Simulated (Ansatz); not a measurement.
`C/C(O)=C/CCl` and `C/C(O)=C\[SeH]` differ in one atom or group (the configuration at the double bond changes too).

Ansatz, PBE0-D4/def2-TZVP geometries, multiplicity 1. Each molecule was computed in one conformer, which needn't be the lowest.

Scalar relativity is left out up to krypton.

```tsv
property	`C/C(O)=C/CCl`
LUMO energy (ωB97M-V/def2-TZVPP) / eV	2.01
HOMO energy (PBE/def2-TZVPP) / eV	-5.49
HOMO–LUMO gap (ωB97M-V/def2-TZVPP) / eV	10.84
HOMO–LUMO gap (PBE0/def2-TZVPP) / eV	6.77
HOMO–LUMO gap (B3LYP/def2-TZVPP) / eV	6.32
size of the dipole moment (ωB97M-V/def2-TZVPP) / D	4.02
```

(1) Give the same properties after the change, and the shifts. (Best estimate.)

Answers

(1) Computed: 
```tsv
property	`C/C(O)=C\[SeH]`	shift
LUMO energy (ωB97M-V/def2-TZVPP) / eV	1.98	-0.03
HOMO energy (PBE/def2-TZVPP) / eV	-5.17	0.32
HOMO–LUMO gap (ωB97M-V/def2-TZVPP) / eV	10.46	-0.38
HOMO–LUMO gap (PBE0/def2-TZVPP) / eV	6.43	-0.34
HOMO–LUMO gap (B3LYP/def2-TZVPP) / eV	5.96	-0.36
size of the dipole moment (ωB97M-V/def2-TZVPP) / D	2.70	-1.32
```

Dipoles are sizes alone; their direction can turn.

B3LYP here is the variant with VWN-RPA as its local correlation; programs differ in this.

Spin–orbit coupling is left out; it splits and shifts lone-pair levels of the heavy atoms by tenths of an eV.
